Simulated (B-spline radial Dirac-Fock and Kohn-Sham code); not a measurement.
Satellites and hypersatellites of the K lines of Au⁶⁺

System: gold as Au⁶⁺, configuration [Xe] 4f14 5d5.

Input file task.json (cfg lists n, l and occupation; rrms is the nuclear radius in fm):

```json
{"items": [{
  "Z": 79,
  "q": 6,
  "cfg": [[1, 0, 2], [2, 0, 2], [2, 1, 6], [3, 0, 2], [3, 1, 6], [3, 2, 10], [4, 0, 2], [4, 1, 6], [4, 2, 10], [4, 3, 14], [5, 0, 2], [5, 1, 6], [5, 2, 5]],
  "A": 197,
  "rrms": 5.4371,
  "do": ["binding", "quiet", "double"]
}]}
```

Command: `python xray_run.py task.json out`

Model: ΔSCF Dirac-Fock with Breit, self-energy and vacuum polarisation, finite nucleus, configuration average. Program: a radial B-spline solver. Each two-hole energy is an average over J within one jj subconfiguration, not an observable level; in light atoms, where LS coupling holds, the j-resolved values are not observed lines, and for a K spectator the Kα1 hypersatellite is nearly forbidden. The model has no electron correlation.

Lines without a spectator: Kα2 (K-L2) 66985.4 eV, Kα1 (K-L3) 68800.1 eV, Kβ3 (K-M2) 77565.4 eV, Kβ1 (K-M3) 77970.4 eV. Shifts in eV with one spectator hole (a dash: not computed, or left out as unreliable):

| spectator hole | Kα2 | Kα1 | Kβ3 | Kβ1 |
| --- | --- | --- | --- | --- |
| K (1s) | +1085.1 | +1180.1 | +1408.6 | +1431.0 |
| L2 (2p1/2) | +142.2 | +195.1 | – | +361.7 |
| L3 (2p3/2) | +100.1 | +112.7 | +260.1 | – |
| M2 (3p1/2) | – | +31.6 | +58.8 | +69.9 |
| M3 (3p3/2) | +15.81 | – | +47.5 | +48.6 |
| M4 (3d3/2) | +5.19 | +1.89 | – | – |
| M5 (3d5/2) | -0.57 | +3.92 | – | – |

Run: 61 s of CPU time on 1 thread of Intel(R) Xeon(R) Platinum 8375C CPU @ 2.90GHz (shared host), peak memory 0.57 GiB.
